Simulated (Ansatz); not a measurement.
One change: `CC[SiH2][SiH2]F` becomes `CC[SiH3]`.

Ansatz, PBE0-D4/def2-TZVP geometries, multiplicity 1. Each molecule was computed in one conformer, which needn't be the lowest.

```
                                      property  `CC[SiH2][SiH2]F`
           LUMO energy (B3LYP/def2-TZVPP) / eV              -0.68
            HOMO energy (PBE0/def2-TZVPP) / eV              -7.97
            LUMO energy (PBE0/def2-TZVPP) / eV              -0.49
size of the dipole moment (PBE/def2-TZVPP) / D               1.53
       HOMO–LUMO gap (ωB97M-V/def2-TZVPP) / eV              11.29
             LUMO energy (PBE/def2-TZVPP) / eV              -1.35
```

What does the change do to each property? (Best estimate.)

Computed: 
| property | `CC[SiH3]` | shift |
| --- | --- | --- |
| LUMO energy (B3LYP/def2-TZVPP) / eV | 0.44 | 1.12 |
| HOMO energy (PBE0/def2-TZVPP) / eV | -8.52 | -0.55 |
| LUMO energy (PBE0/def2-TZVPP) / eV | 0.70 | 1.19 |
| size of the dipole moment (PBE/def2-TZVPP) / D | 0.94 | -0.59 |
| HOMO–LUMO gap (ωB97M-V/def2-TZVPP) / eV | 12.96 | 1.67 |
| LUMO energy (PBE/def2-TZVPP) / eV | -0.09 | 1.26 |

With PBE0 the HOMO falls by 0.55 eV and the LUMO rises by 1.19 eV, so the gap widens by about 1.74 eV. PBE moves the HOMO by -0.45 eV and ωB97M-V by -0.74 eV. Dipoles are sizes alone; their direction can turn.

B3LYP here is the variant with VWN-RPA as its local correlation; programs differ in this.
